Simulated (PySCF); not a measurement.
A made-up structure of BH3S2O, closed shell:

```
7
angstrom
O -0.8821 1.8362 -0.1359
B -0.2122 0.7341 0.2630
S -0.4724 -0.8564 -0.5834
S 0.7171 -2.1552 0.4825
H -1.4855 1.7132 -0.8744
H -1.7703 -1.2622 -0.5653
H 1.8055 -2.0784 -0.3041
```

It is relaxed with PBE-D4/def2-SVP and then PBE0-D4/def2-TZVP (PySCF 2.14 with density fitting (its default auxiliary sets; JK sets also for MP2 and CCSD(T))). Atoms count as bonded within 1.22 times the sum of their covalent radii (H–H: 0.88 Å). The end point is not checked to be a true minimum.

(1) Does its bonding change? (Judge from chemistry; the calculation decides.)

Results:

(1) By the calculation: No: no bond forms or breaks.

Where it ends: The first stage lowers the energy by 2.37 eV in 32 steps. It ends as BH₃S₂O ([OH][B][SH][SH]):
```
atom    x (Å)    y (Å)    z (Å)
  O1  -1.3725   1.6916  -0.8661
  B2  -1.2756   0.3859  -0.9834
  S3  -0.1419  -0.8312  -0.2295
  S4   1.2221  -1.7116   1.4860
  H5  -1.9130   2.1388  -1.5241
  H6  -1.0243  -1.8298  -0.2254
  H7   2.2139  -1.9385   0.6100
```

Labels in which every atom is bracketed show which atoms are joined, not bond orders.

For scale, one of the runs: PBE0-D4/def2-TZVP relaxation, 154 basis functions, launched by `OMP_NUM_THREADS=2 python run.py`. Hardware: 2 CPU threads of an AMD EPYC 9B45, shared host. Wall time 44 s; peak host memory 1.4 GiB.
